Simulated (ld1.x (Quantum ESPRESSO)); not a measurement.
## Plane-wave convergence, ultrasoft potential for molybdenum (Mo)

```
Element                 : Mo
Generator               : ld1.x (Quantum ESPRESSO) 7.5
Type                    : ultrasoft
Functional              : LDA (PZ)
Relativity              : scalar-relativistic
Frozen core             : [Ar] 3d10
Valence charge          : 14
Reference configuration : 4s2 4p6 4d4 5s2 5p0
Partial waves           : 4s (bound): rcut 1.50, rcutus 1.90 bohr; 5s (bound): rcut 1.50, rcutus 1.90 bohr; 4p (bound): rcut 1.60, rcutus 1.80 bohr; 5p (bound, empty): rcut 1.60, rcutus 1.80 bohr; 4d (bound): rcut 1.65, rcutus 1.90 bohr; 4d channel at 1.5 Ry: rcut 1.65, rcutus 1.90 bohr
Local potential         : all-electron potential smoothed inside 1.85 bohr (lloc = -2)
Core correction         : none
Augmentation charge     : PSQ, inside the norm-conserving radii
```

The pseudo-atom Hamiltonian at the reference potential is diagonalised in spherical Bessel functions j_l(qr) that vanish at 20 bohr, with q² up to the cutoff. All-electron valence levels (Ry): 4s -4.9329, 5s -0.3735, 4p -3.0242, 5p -0.1138, 4d -0.4262.

**Question.** How do the lowest levels (Ry) of each channel move with the cutoff, and are there ghosts?

**Answer.**

| cutoff (Ry) | s #1 | s #2 | p #1 | p #2 | d #1 | f #1 | Σ f·Δε (mRy) |
| --- | --- | --- | --- | --- | --- | --- | --- |
| 8 | -4.8571 | -0.3210 | -2.6182 | -0.0733 | -0.1165 | 0.1085 | 3935.0 |
| 12 | -4.9233 | -0.3455 | -2.9114 | -0.0916 | -0.2784 | 0.1085 | 1346.9 |
| 18 | -4.9324 | -0.3645 | -3.0097 | -0.1024 | -0.3970 | 0.1085 | 226.9 |
| 25 | -4.9326 | -0.3722 | -3.0235 | -0.1089 | -0.4228 | 0.1085 | 24.8 |
| 30 | -4.9328 | -0.3735 | -3.0239 | -0.1119 | -0.4261 | 0.1085 | 6.4 |
| 40 | -4.9329 | -0.3736 | -3.0242 | -0.1138 | -0.4264 | 0.1085 | 2.8 |
| 50 | -4.9329 | -0.3737 | -3.0244 | -0.1138 | -0.4266 | 0.1085 | 0.6 |
| 60 | -4.9329 | -0.3737 | -3.0244 | -0.1139 | -0.4266 | 0.1085 | 0.5 |
| 400 | -4.9330 | -0.3737 | -3.0244 | -0.1139 | -0.4267 | 0.1085 | 0.0 |

Result: no extra level below or beside the all-electron valence levels (s, p, d, f tested); 10 mRy is reached at 30 Ry and 1 mRy at 50 Ry.
